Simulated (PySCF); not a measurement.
# Broadened absorption spectrum of C5H6N2O

Species: C5H6N2O.
Bonds: N1–C2, C2–C3 (aromatic), C3–N4 (aromatic), N4–C5 (aromatic), C5–C6 (aromatic), C6–C7 (aromatic), C7–O8, C2–C7 (aromatic). Hydrogens: H9, H10 on N1; H11 on C3; H12 on C5; H13 on C6; H14 on O8.

Method: PySCF, TDDFT PBE0/def2-SVPD, vertical, gas phase, core orbitals frozen in the response. Geometry: GFN2-xTB, one conformer, isolated molecule. Torsions of this conformer, `[NH2:1][c:2]1[cH:3][n:4][cH:5][cH:6][c:7]1[OH:8]`: H–N1–C2–C3 24°, H–N1–C2–C3 164°, H–O8–C7–C6 2°.

Computed states:

```tsv
state	E (eV)	f
S1	4.83	0.055
S2	5.19	0.0026
S3	5.30	0.0033
S4	5.60	0.058
S5	5.61	0.099
S6	5.90	0.0021
S7	6.39	0.0003
```

Broadening: Gaussians 0.3 eV wide at half height, area fixed by f = 4.319×10⁻⁹ ∫ε dν̃. The width is an assumption, not a result. The curve ends short of the highest state used, and states not computed would add to its high-energy end.

Task: Give the broadened spectrum and its maxima.

Result: 
| λ (nm) | ε (L mol⁻¹ cm⁻¹) |
| --- | --- |
| 214.0 | 4838 |
| 216.0 | 8126 |
| 218.0 | 11499 |
| 219.9 | 13680 |
| 221.9 | 14031 |
| 223.9 | 12349 |
| 225.9 | 9427 |
| 227.8 | 6478 |
| 229.8 | 3943 |
| 231.8 | 2259 |
| 233.8 | 1313 |
| 235.7 | 865 |
| 237.7 | 652 |
| 239.7 | 587 |
| 241.7 | 648 |
| 243.7 | 873 |
| 245.6 | 1288 |
| 247.6 | 1952 |
| 249.6 | 2798 |
| 251.6 | 3693 |
| 253.5 | 4420 |
| 255.5 | 4887 |
| 257.5 | 4946 |
| 259.5 | 4597 |
| 261.4 | 3976 |
| 263.4 | 3163 |
| 265.4 | 2335 |
| 267.4 | 1605 |
| 269.3 | 1056 |
| 271.3 | 637 |
| 273.3 | 362 |
| 275.3 | 194 |
| 277.3 | 98 |
| 279.2 | 49 |
| 281.2 | 22 |
| 283.2 | 10 |

Maxima: 257 nm (4.83 eV), ε about 5000, made up of S1 (100%); 221 nm (5.60 eV), ε about 14000, made up of S4 (37%) and S5 (63%) (ε in L mol⁻¹ cm⁻¹; maxima over ε = 5, shares over 10%).

Task: Coming from long wavelengths, where does ε first pass 100 L mol⁻¹ cm⁻¹?

Result: At about 277 nm (4.47 eV), 0.36 eV below S1.

Task: On this curve, what absorbance would a 10⁻³ mol/L sample give at 266 nm over a 1 cm path?

Result: 266 nm is 4.661 eV, where ε is about 2100 L mol⁻¹ cm⁻¹, so A = ε c l ≈ 2.1 (Beer–Lambert, with the gas-phase spectrum and the assumed width).

Task: What would ε be at 5.60 eV, the highest of these maxima, with half the width (0.15 eV)?

Result: About 28200 L mol⁻¹ cm⁻¹ against 14200, a factor of about 1.99; a lone state at its own centre would give exactly 2.
